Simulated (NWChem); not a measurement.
System: thiophenol (C6H6S); SMILES Sc1ccccc1

Input file for NWChem:

```
start job
memory heap 200 mb stack 900 mb global 1100 mb
geometry units angstroms noautosym nocenter noautoz
  S     -0.067065    -2.299638     0.000000
  C      0.002169    -0.512869     0.000000
  C     -1.213076     0.185953     0.000000
  C     -1.216895     1.580200     0.000000
  C     -0.015790     2.292943     0.000000
  C      1.193319     1.595772     0.000000
  C      1.207821     0.200173     0.000000
  H      1.264158    -2.513699     0.000000
  H     -2.153205    -0.359135     0.000000
  H     -2.165705     2.110187     0.000000
  H     -0.022357     3.379081     0.000000
  H      2.135904     2.137007     0.000000
  H      2.157250    -0.328696     0.000000
end
basis spherical
  S library def2-svp
  C library def2-svp
  H library def2-svp
end
dft
  xc m05-2x
  iterations 150
end
cosmo
  do_cosmo_smd true
  solvent thf
end
task dft energy
```

Output (shortened):

```
             Northwest Computational Chemistry Package (NWChem) 7.3.0
             --------------------------------------------------------

                             Geometry "geometry" -> ""
                             -------------------------

 Output coordinates in angstroms (scale by  1.889725989 to convert to a.u.)

  No.       Tag          Charge          X              Y              Z
 ---- ---------------- ---------- -------------- -------------- --------------
    1 S                   16.0000    -0.06706500    -2.29963800     0.00000000
    2 C                    6.0000     0.00216900    -0.51286900     0.00000000
    3 C                    6.0000    -1.21307600     0.18595300     0.00000000
    4 C                    6.0000    -1.21689500     1.58020000     0.00000000
    5 C                    6.0000    -0.01579000     2.29294300     0.00000000
    6 C                    6.0000     1.19331900     1.59577200     0.00000000
    7 C                    6.0000     1.20782100     0.20017300     0.00000000
    8 H                    1.0000     1.26415800    -2.51369900     0.00000000
    9 H                    1.0000    -2.15320500    -0.35913500     0.00000000
   10 H                    1.0000    -2.16570500     2.11018700     0.00000000
   11 H                    1.0000    -0.02235700     3.37908100     0.00000000
   12 H                    1.0000     2.13590400     2.13700700     0.00000000
   13 H                    1.0000     2.15725000    -0.32869600     0.00000000

 Effective nuclear repulsion energy (a.u.)     318.0087151654

                                 NWChem DFT Module
                                 -----------------

 Summary of "ao basis" -> "ao basis" (spherical)
 ------------------------------------------------------------------------------
       Tag                 Description            Shells   Functions and Types
 ---------------- ------------------------------  ------  ---------------------
 S                          def2-svp                 8       18   4s3p1d
 C                          def2-svp                 6       14   3s2p1d
 H                          def2-svp                 3        5   2s1p

 in cosmo_initialize ...
 calling solv_data for solv:thf

 solvent parameters
 solvname_short: thf
 solvname_long:  tetrahydrofuran
 dielec:        7.4257
 dielecinf:     1.9740
 nonaqueous SMD model solvent descriptors
 dielec:        7.4257
 sola:          0.0000
 solb:          0.4800
 solc:          0.0000
 solg:         39.4400
 solh:          0.0000
 soln:          1.4050

          ---------------
          -cosmo- solvent
          ---------------
 Cosmo: York-Karplus, doi: 10.1021/jp992097l
 dielectric constant -eps-     =   7.43
 screen = (eps-1)/(eps    )    =   0.86533
 surface charge correction     = lagrangian

   van der Waals surface
 --------------------------

[...]

                                COSMO-SMD solvation results
                                ---------------------------

             internal energy in gas <Psi(g)|H|Psi(g)> =      -630.103690307570
         internal energy in solvent <Psi(s)|H|Psi(s)> =      -630.102591857192
                               delta internal energy  =         0.001098450378 (    0.69 kcal/mol)
   total free energy in solvent <Psi(s)|H+V/2|Psi(s)> =      -630.111590085045
 polarization energy contribution <Psi(s)|V/2|Psi(s)> =        -0.008998227854 (   -5.65 kcal/mol)
    total free energy in solvent including G(SMD-CDS) =      -630.115646231323
                       G(SMD-CDS) energy contribution =        -0.004056146278 (   -2.55 kcal/mol)
     1 M fixed-concentration free energy of solvation =        -0.011955923753 (   -7.50 kcal/mol)

                       DFT Final Molecular Orbital Analysis
                       ------------------------------------

 Vector   27  Occ=2.000000D+00  E=-3.655918D-01
              MO Center= -2.0D-02, -1.5D-01,  2.0D-09, r^2= 5.2D+00
   Bfn.  Coefficient  Atom+Function         Bfn.  Coefficient  Atom+Function
  ----- ------------  ---------------      ----- ------------  ---------------
    13      0.387164   1 S  pz               10      0.286657   1 S  pz
    66     -0.271089   5 C  pz               24      0.225054   2 C  pz
    80     -0.184489   6 C  pz               69     -0.182121   5 C  pz
    52     -0.179998   4 C  pz               27      0.172582   2 C  pz
     7      0.162749   1 S  pz               83     -0.127538   6 C  pz

 Vector   28  Occ=2.000000D+00  E=-3.202928D-01
              MO Center= -9.4D-03,  8.7D-01, -1.0D-10, r^2= 3.0D+00
   Bfn.  Coefficient  Atom+Function         Bfn.  Coefficient  Atom+Function
  ----- ------------  ---------------      ----- ------------  ---------------
    94     -0.299251   7 C  pz               38      0.295356   3 C  pz
    52      0.292878   4 C  pz               80     -0.287622   6 C  pz
    97     -0.223719   7 C  pz               41      0.220871   3 C  pz
    55      0.212848   4 C  pz               83     -0.209324   6 C  pz

 Vector   29  Occ=2.000000D+00  E=-2.750789D-01
              MO Center= -2.6D-02, -7.2D-01,  2.7D-10, r^2= 4.9D+00
   Bfn.  Coefficient  Atom+Function         Bfn.  Coefficient  Atom+Function
  ----- ------------  ---------------      ----- ------------  ---------------
    13      0.522265   1 S  pz               10      0.336594   1 S  pz
    66      0.246733   5 C  pz               24     -0.221971   2 C  pz
    69      0.202832   5 C  pz                7      0.189910   1 S  pz
    38     -0.184996   3 C  pz               94     -0.181073   7 C  pz
    27     -0.158040   2 C  pz               41     -0.143663   3 C  pz

 Vector   30  Occ=0.000000D+00  E= 2.217196D-02
              MO Center= -1.2D-02,  9.0D-01,  3.8D-10, r^2= 3.6D+00
   Bfn.  Coefficient  Atom+Function         Bfn.  Coefficient  Atom+Function
  ----- ------------  ---------------      ----- ------------  ---------------
    41      0.489700   3 C  pz               83      0.491103   6 C  pz
    55     -0.447983   4 C  pz               97     -0.439113   7 C  pz
    80      0.323445   6 C  pz               38      0.315331   3 C  pz
    52     -0.293850   4 C  pz               94     -0.284750   7 C  pz
    27     -0.049442   2 C  pz               69     -0.045974   5 C  pz

 Vector   31  Occ=0.000000D+00  E= 2.367737D-02
              MO Center= -6.1D-03,  7.1D-01, -1.3D-09, r^2= 4.0D+00
   Bfn.  Coefficient  Atom+Function         Bfn.  Coefficient  Atom+Function
  ----- ------------  ---------------      ----- ------------  ---------------
    27      0.564277   2 C  pz               69      0.515719   5 C  pz
    24      0.380009   2 C  pz               66      0.340529   5 C  pz
    97     -0.320831   7 C  pz               55     -0.291984   4 C  pz
    13     -0.243976   1 S  pz               41     -0.237447   3 C  pz
    83     -0.210545   6 C  pz               52     -0.198092   4 C  pz

 Vector   32  Occ=0.000000D+00  E= 7.128157D-02
              MO Center=  3.8D-01, -1.7D+00,  6.9D-10, r^2= 5.0D+00
   Bfn.  Coefficient  Atom+Function         Bfn.  Coefficient  Atom+Function
  ----- ------------  ---------------      ----- ------------  ---------------
    21      0.908509   2 C  s               104     -0.779762   8 H  s
    12     -0.712434   1 S  py               11      0.585970   1 S  px
   129     -0.524342  13 H  s               109     -0.508438   9 H  s
    39     -0.331841   3 C  px               95      0.305832   7 C  px
    26     -0.303202   2 C  py               35      0.283359   3 C  s

     Multipole analysis of the density
     ---------------------------------

     L   x y z        total         alpha         beta         nuclear
     -   - - -        -----         -----         ----         -------
     0   0 0 0     -0.000000    -29.000000    -29.000000     58.000000

     1   1 0 0      0.486562      0.348829      0.348829     -0.211096
     1   0 1 0      0.347383      0.472676      0.472676     -0.597968
     1   0 0 1      0.000000      0.000000      0.000000      0.000000

     2   2 0 0    -30.000689   -113.607854   -113.607854    197.215019
     2   1 1 0     -2.666988      0.390970      0.390970     -3.448928
     2   1 0 1      0.000000      0.000000      0.000000      0.000000
     2   0 2 0    -32.820089   -329.663232   -329.663232    626.506376
     2   0 1 1     -0.000000     -0.000000     -0.000000      0.000000
     2   0 0 2    -39.971351    -19.985675    -19.985675      0.000000
```

Level: M05-2X/def2-SVP, SMD on the gas-phase geometry. Structure relaxed at the B3LYP/6-31G* (spherical d) level. Solvent: tetrahydrofuran.
